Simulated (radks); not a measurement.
Problem. Valence configurations of Tc III (all share [Kr]). Method: Dirac Kohn-Sham, PBE, spin-unpolarised, spherical densities, point nucleus; open shells are shared between the two j in proportion to 2j + 1; computed with a radial shooting solver on a logarithmic mesh with Libxc functionals. Order these by energy: 4d4.5 5p0.5; 4d4 5p1; 4d5; 4d3 5p2; 4d4 5s1; 4d3 5s2; 4d4.5 5s0.5; 4d3.5 5s1.5.

Solution. From the lowest, in eV above it: 4d5 0.000; 4d4.5 5s0.5 2.241; 4d4 5s1 4.892; 4d4.5 5p0.5 4.981; 4d3.5 5s1.5 7.969; 4d4 5p1 10.579; 4d3 5s2 11.489; 4d3 5p2 23.692. NIST lists [Kr] 4d5 as the ground configuration; this level of theory agrees among the configurations tried. The energies are those of spherical spin-averaged densities, not of single terms.
